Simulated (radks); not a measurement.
Question: The mean radii <r> (bohr) of the occupied orbitals of an atom or ion are listed with their occupations. Calculated with a radial shooting solver on a logarithmic mesh with Libxc functionals: Dirac Kohn-Sham, PBE, spin-unpolarised, spherical densities, finite nucleus; Fermi nuclear charge, rms radius of each element as measured or else 0.836 A^(1/3) + 0.57 fm.

orbital  occ.      <r>
1s1/2       2  0.01715
2s1/2       2  0.07171
2p1/2       2  0.05906
2p3/2       4  0.06749
3s1/2       2   0.1866
3p1/2       2   0.1768
3p3/2       4   0.1923
3d3/2       4   0.1676
3d5/2       6   0.1723
4s1/2       2   0.4150
4p1/2       2   0.4179
4p3/2       4   0.4517
4d3/2       4   0.4617
4d5/2       6   0.4729
5s1/2       2   0.9536
4f5/2       6   0.5126
4f7/2       8   0.5199
5p1/2       2    1.035
5p3/2       4    1.136
5d3/2     3.6    1.648
6s1/2       1    2.934
5d5/2     5.4    1.738

Name the element and its charge. Open shells, if any, are shared by 2j + 1.

Answer: Z = 78, platinum, charge 0: Pt in [Xe] 4f14 5d9 6s1. The 1s radius gives Z: for a bare nucleus <r> = (2 gamma + 1)/(2Z) with gamma = sqrt(1 - (Z/c)^2), 0.01695 bohr for Z = 78, and screening makes it slightly larger (0.01715 here). The occupations add up to 78, and the charge is Z minus that.
